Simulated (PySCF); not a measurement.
Species: Si(NCO)2Cl2, C2Cl2N2O2Si.
InChI=1S/C2Cl2N2O2Si/c3-9(4,5-1-7)6-2-8

The closed-shell ground state was solved at several levels (PySCF, density fitting, gas phase, non-relativistic). Isolated species at its PBE0-D3(BJ)/def2-SVP geometry, gas phase.

```csv
level,basis functions,HOMO (eV),LUMO (eV),gap (eV),dipole (D)
PBE0/def2-SVPD,204,-9.35,-0.76,8.59,0.50
PBE0/pcSseg-1,174,-9.33,-0.63,8.70,0.22
```

Task: What might B3LYP/pcSseg-1 (174 basis functions) give for the same quantities?

Result: HOMO -9.04 eV, LUMO -0.80 eV, gap 8.24 eV, dipole 0.28 D.

Task: Over all these levels, which gives the widest orbital gap and which the narrowest?

Result: PBE0/pcSseg-1 (global hybrid, 25 % exact exchange) has the widest, 8.70 eV, and B3LYP/pcSseg-1 (global hybrid, 20 % exact exchange) the narrowest, 8.24 eV. The two share the basis. From the narrowest to the widest the HOMO moves by -0.29 eV and the LUMO by +0.17 eV.

Task: How far do the dipole and the HOMO energy spread over the levels?

Result: The dipole runs from 0.22 to 0.50 D (mean 0.33 D) and the HOMO from -9.35 to -9.04 eV.
